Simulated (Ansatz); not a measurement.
**A barrier at the coupled-cluster level**

Start structure (SiNH8OF, closed shell), relaxed at PBE0-D4/def2-TZVP:

```csv
atom,x (Å),y (Å),z (Å)
Si1,-0.1279,1.6822,-1.0814
H2,-1.2977,1.1222,-0.3261
H3,-0.3831,1.4143,-2.5229
H4,-0.0907,3.1446,-0.8411
O5,1.2828,1.0626,-0.5437
H6,0.5450,-1.6123,0.2312
F7,1.1906,-1.6364,-0.5224
H8,-1.0007,-0.5602,1.1245
N9,-0.4568,-1.3824,1.3668
H10,1.4151,0.1039,-0.6477
H11,0.0222,-1.1886,2.2384
H12,-1.0987,-2.1498,1.5244
```

The step: SiH₄O ([OH][SiH3]) + NH₃ + HF → SiH₃OF ([OH][SiH2][F]) + NH₃ + H₂; bonds formed: Si1–F7, H2–H8, H6–N9; bonds broken: Si1–H2, H6–F7, H8–N9. Ansatz 0.2.0; basis: def2-TZVPP and def2-QZVPP; cores frozen in the correlated methods. Extrapolation: Hartree–Fock as exp(−7.88 √X), correlation as X^−2.97. Energies below are by CCSD(T) at an estimated basis limit (MP2 extrapolated from triple and quadruple zeta, plus CCSD(T) − MP2 in triple zeta).

Q: What are the electronic barrier and the energy of the step, from the start structure to the end structure? (An estimate is asked for; the value comes from the calculation.)

A: The calculation gives: Barrier 111.3 kJ/mol; step energy -71.7 kJ/mol (downhill); reverse barrier, their difference, 183.0 kJ/mol. Barrier and step energy count from the start structure, the reverse barrier from the end structure.

The saddle point: One imaginary mode of 436i cm⁻¹.
```csv
pair,start (Å),saddle (Å),end (Å)
Si1–F7,3.61,1.76,1.61
H2–H8,2.24,1.13,0.75
H6–N9,1.53,1.03,1.01
Si1–H2,1.50,1.65,3.99
H6–F7,0.99,1.83,2.52
H8–N9,1.02,1.18,2.78
```

Zero-point energy (harmonic, PBE0-D4): ZPE is 235.0 kJ/mol at the start and 232.5 kJ/mol at the saddle, so the barrier goes from 111.3 to 108.8 kJ/mol.

No T1 diagnostic of these runs exceeds 0.012.

Labels in which every atom is bracketed show which atoms are joined, not bond orders.

For scale, one of the runs: CCSD(T)/def2-TZVPP, 247 basis functions, launched by `ansatz run in.yaml --threads 4 --pin off --events-out ev --progress --plain --max-ram 9574MiB`. Time: 110 s of wall clock on 4 CPU threads of an Arm Neoverse V2; the host was shared. Peak host memory: 5.2 GiB.
